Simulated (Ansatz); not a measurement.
`F[SiH2][AlH][Cl]` + `C1O[SiH2]O1` → `[SiH3][AlH][Cl]` + `FC1O[SiH2]O1` at 700 K and 1 bar (redistribution).

Computed with Ansatz on PBE0-D4/def2-TZVP structures; ΔE is electronic, products minus reactants. CBS: MP2 limit from def2 TZ/QZ plus the TZ coupled-cluster correction, frozen cores. One conformer a species, not always the lowest.

```
           species  CCSD(T)/CBS energy (Eh)  H − E (kJ/mol)  S (J/(mol·K))
`F[SiH2][AlH][Cl]`              -1092.58214           140.2          449.0
     `C1O[SiH2]O1`               -479.91873           194.6          355.9
 `[SiH3][AlH][Cl]`               -993.32756           147.5          429.0
    `FC1O[SiH2]O1`               -579.12323           180.4          386.9
```

H − E and S are ideal-gas, rigid-rotor, harmonic terms from PBE0-D4/def2-TZVP, for one conformer and one mirror image of each species. 1 Eh = 2625.50 kJ/mol, R = 8.31446 J/(mol·K).

Problem. By hand: ΔE, ΔH, ΔS and ΔG.

Solution. ΔE = (-993.32756) + (-579.12323) − (-1092.58214) − (-479.91873) = 0.05008 Eh = 131.5 kJ/mol. Δ(H − E) = 147.5 + 180.4 − 140.2 − 194.6 = -6.9, so ΔH = 124.6 kJ/mol. ΔS = 429.0 + 386.9 − 449.0 − 355.9 = 11.0 J/(mol·K). ΔG = 124.6 − 700 × (11.0)/1000 = 116.9 kJ/mol.

Problem. By hand: the equilibrium constant, and the temperature at which ΔG would vanish if ΔH and ΔS stayed fixed.

Solution. log₁₀ K = −ΔG/(RT ln 10) = -8.7. ΔG = 0 at ΔH/ΔS = 11327 K, far beyond where these terms or the molecules hold.

The number of gas molecules stays the same, so ΔS is small and ΔH decides. A doubt of 5 kJ/mol in ΔE shifts log₁₀ K by 0.4 here. Other conformers and mirror images would add mixing entropy, several J/(mol·K) or more a flexible species. Modes under 60 cm⁻¹, often nearly free rotors, make the harmonic entropy too high. These are equilibria of isolated gas molecules and say nothing of rates. Largest T1 diagnostic: 0.013 (customary marks: 0.02 for closed shells, 0.045 for open ones).
